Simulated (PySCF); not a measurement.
C$_{4}$H$_{6}$O$_{4}$Zn (SMILES CC1[O][Zn]2([O]C(C)=[O]->2)<-[O]=1), singlet, at a GFN2-xTB geometry (such geometries of metal compounds can be far from the true shape), with bond 15-9 at 2.0 times its length; PySCF with B3LYP/STO-3G.

The PySCF input:
```python
from pyscf import gto, scf, dft

mol = gto.M(
    atom='''
Zn   -0.002132   -0.000482   -0.000437
C     0.089346    2.304483   -2.972594
C     0.060097    1.381242   -1.789415
O    -0.468578    0.247963   -1.886493
O     0.551728    1.744349   -0.694034
H     0.963136    2.946011   -2.916376
H     0.081500    1.726112   -3.890972
H    -0.803953    2.925379   -2.938985
C    -0.087666   -2.304103    2.972939
C    -0.050014   -1.378961    1.791483
O    -0.993910   -0.578775    1.586527
O     0.919038   -1.411664    0.995697
H     0.923653   -2.519222    3.303369
H    -0.678114   -1.861066    3.768602
H    -1.030438   -4.163274    2.345909
''',
    basis='sto-3g',
    charge=0,
    spin=0,
    verbose=4,
)

mf = dft.RKS(mol)
mf.xc = 'b3lyp'
mf.init_guess = 'mod_huckel'
mf.kernel()
```

Task: Write the output that PySCF gives for this input, abridged.

Result: 
```
PySCF version 2.14.0

[INPUT] verbose = 4
[INPUT] num. atoms = 15
[INPUT] num. electrons = 92
[INPUT] charge = 0
[INPUT] spin (= nelec alpha-beta = 2S) = 0
[INPUT] symmetry False subgroup None
[INPUT] Mole.unit = angstrom
[INPUT] Symbol           X                Y                Z      unit          X                Y                Z       unit  Magmom
[...]
nuclear repulsion = 748.200540593242
number of shells = 38
number of NR pGTOs = 192
number of NR cGTOs = 64
basis = sto-3g
ecp = {}

******** <class 'pyscf.dft.rks.RKS'> ********
method = RKS
initial guess = mod_huckel
damping factor = 0
level_shift factor = 0
DIIS = <class 'pyscf.scf.diis.CDIIS'>
diis_start_cycle = 1
diis_space = 8
diis_damp = 0
SCF conv_tol = 1e-09
SCF conv_tol_grad = None
SCF max_cycles = 50
direct_scf = True
direct_scf_tol = 1e-13
XC library pyscf.dft.libxc version 7.1.2
    S. Lehtola, C. Steigemann, M. J. T. Oliveira, and M. A. L. Marques,  SoftwareX 7, 1–5 (2018)
XC functionals = b3lyp
    P. J. Stephens, F. J. Devlin, C. F. Chabalowski, and M. J. Frisch,  J. Phys. Chem. 98, 11623 (1994)
radial grids:
    Treutler-Ahlrichs [JCP 102, 346 (1995); DOI:10.1063/1.469408] (M4) radial grids

becke partition: Becke, JCP 88, 2547 (1988); DOI:10.1063/1.454033
pruning grids: <function nwchem_prune>
grids dens level: 3
symmetrized grids: False
atomic radii adjust function: <function treutler_atomic_radii_adjust>
small_rho_cutoff = 0
Set gradient conv threshold to 3.16228e-05
Initial guess from on-the-fly Huckel, doi:10.1021/acs.jctc.8b01089,
employing the updated GWH rule from doi:10.1021/ja00480a005.
Spherically averaged atomic HF for {'O', 'C', 'Zn', 'H'}

******** <class 'pyscf.scf.atom_hf.AtomSphAverageRHF'> ********
method = AtomSphAverageRHF
initial guess = minao
damping factor = 0
level_shift factor = 0
DIIS = <class 'pyscf.scf.diis.CDIIS'>
diis_start_cycle = 1
diis_space = 8
diis_damp = 0
SCF conv_tol = 1e-09
SCF conv_tol_grad = None
SCF max_cycles = 50
direct_scf = True
direct_scf_tol = 1e-13
atom = Zn
Set gradient conv threshold to 3.16228e-05
Initial guess from minao.
init E= -1754.9834694429
cycle= 1 E= -1756.50667812586  delta_E= -1.52  |g|=    0  |ddm|= 0.412
cycle= 2 E= -1756.53397293403  delta_E= -0.0273  |g|=    0  |ddm|= 0.223
cycle= 3 E= -1756.53408271914  delta_E= -0.00011  |g|=    0  |ddm|= 0.015
cycle= 4 E= -1756.53408272469  delta_E= -5.55e-09  |g|=    0  |ddm|= 0.000109
cycle= 5 E= -1756.53408272469  delta_E= -3.18e-12  |g|=    0  |ddm|= 2.8e-06
[...]
[...]
cycle= 20 E= -2125.8190605405  delta_E= 38.8  |g|= 7.41  |ddm|= 23.7
[...]
cycle= 21 E= -2125.83182318872  delta_E= -0.0128  |g|=  7.5  |ddm|= 3.01
[...]
cycle= 22 E= -2124.88359821809  delta_E= 0.948  |g|= 7.88  |ddm|= 3.15
[...]
cycle= 23 E= -2126.425192449  delta_E= -1.54  |g|= 7.35  |ddm|= 4.01
[...]
cycle= 24 E= -2126.15753223395  delta_E= 0.268  |g|= 7.38  |ddm|= 0.908
[...]
cycle= 25 E= -2126.21929887241  delta_E= -0.0618  |g|= 7.38  |ddm|= 0.547
[...]
cycle= 26 E= -2126.24854189242  delta_E= -0.0292  |g|= 7.36  |ddm|= 0.276
[...]
cycle= 27 E= -2125.10294608534  delta_E= 1.15  |g|= 7.88  |ddm|=  2.9
[...]
cycle= 28 E= -2164.69961544268  delta_E= -39.6  |g|= 2.73  |ddm|= 23.6
[...]
cycle= 29 E= -2126.55286286753  delta_E= 38.1  |g|= 7.36  |ddm|= 23.6
[...]
cycle= 30 E= -2125.88308919272  delta_E= 0.67  |g|=  7.7  |ddm|= 3.43
[...]
cycle= 31 E= -2126.04876426517  delta_E= -0.166  |g|= 7.52  |ddm|= 2.87
[...]
cycle= 32 E= -2126.47984851341  delta_E= -0.431  |g|= 7.35  |ddm|=  3.1
[...]
cycle= 33 E= -2126.42790512251  delta_E= 0.0519  |g|=  7.4  |ddm|= 0.73
[...]
cycle= 34 E= -2126.32682229301  delta_E= 0.101  |g|= 7.45  |ddm|= 1.62
[...]
cycle= 35 E= -2126.36408890034  delta_E= -0.0373  |g|= 7.43  |ddm|= 0.262
[...]
cycle= 36 E= -2126.38011208532  delta_E= -0.016  |g|=  7.4  |ddm|= 0.151
[...]
cycle= 37 E= -2164.64129060258  delta_E= -38.3  |g|= 2.72  |ddm|= 23.6
[...]
cycle= 38 E= -2126.3477168808  delta_E= 38.3  |g|= 7.35  |ddm|= 23.7
[...]
cycle= 39 E= -2125.6895836527  delta_E= 0.658  |g|= 7.64  |ddm|= 3.44
[...]
cycle= 40 E= -2125.9757468624  delta_E= -0.286  |g|= 7.48  |ddm|= 2.66
[...]
cycle= 41 E= -2126.2556557798  delta_E= -0.28  |g|= 7.37  |ddm|= 3.13
[...]
cycle= 42 E= -2126.23730146235  delta_E= 0.0184  |g|= 7.39  |ddm|= 1.12
[...]
cycle= 43 E= -2126.33396388372  delta_E= -0.0967  |g|= 7.35  |ddm|= 0.858
[...]
cycle= 44 E= -2125.99476475713  delta_E= 0.339  |g|= 7.61  |ddm|= 1.95
[...]
cycle= 45 E= -2126.37500687189  delta_E= -0.38  |g|= 7.36  |ddm|= 2.02
[...]
cycle= 46 E= -2164.63598768457  delta_E= -38.3  |g|= 2.72  |ddm|= 23.7
[...]
cycle= 47 E= -2126.24227697056  delta_E= 38.4  |g|= 7.44  |ddm|= 23.6
[...]
cycle= 48 E= -2125.05384066553  delta_E= 1.19  |g|= 7.88  |ddm|= 4.02
[...]
cycle= 49 E= -2125.80994576558  delta_E= -0.756  |g|= 7.74  |ddm|= 2.17
[...]
cycle= 50 E= -2126.30911243362  delta_E= -0.499  |g|= 7.36  |ddm|= 2.33
SCF not converged.
SCF energy = -2126.30911243362
```

Convergence was not reached.
